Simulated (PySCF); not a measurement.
**Spinor energies of La²⁹⁺ (lanthanum, charge +29)**

Start: [Ar] 3d10. Calculated with PySCF 2.14 in an uncontracted even-tempered set (19 s from 1.5 bohr⁻², ratio 2.6; 15 p from 2 bohr⁻², ratio 2.6; 10 d from 2 bohr⁻², ratio 2.6; 6 f from 2.1 bohr⁻², ratio 2.8): generalised Hartree-Fock with the X2C-1e Hamiltonian and a Gaussian nucleus; spin-orbit coupling (SO) screened by Boettger's factors.

```
spinor shell  electrons  ε, screened SO (eV)  weight of nominal j (screened SO)  rms radius, screened SO (bohr)
       1s1/2          2             -40143.9                              1.000                          0.0286
       2s1/2          2              -7329.1                              1.000                           0.116
       2p1/2          2              -6961.6                              1.000                          0.0998
       2p3/2          4              -6542.9                              1.000                           0.105
       3s1/2          2              -2329.2                              1.000                           0.299
       3p1/2          2              -2174.4                              1.000                           0.289
       3p3/2          4              -2087.3                              1.000                           0.301
       3d3/2          4              -1823.5                              1.000                           0.270
       3d5/2          6              -1804.9                              1.000                           0.274
```

| quantity | screened SO |
| --- | --- |
| E (hartree) | -8056.63720 |
| M_J | 0 |
| ⟨J²⟩ | 0.000 |
| ⟨L²⟩ | 0.020 |
| ⟨S²⟩ | 0.020 |

Breit and QED terms are absent; they matter most for the inner s and p1/2 levels.

Densities and radii are taken from the X2C orbitals without a picture-change correction, which distorts them close to the nucleus.
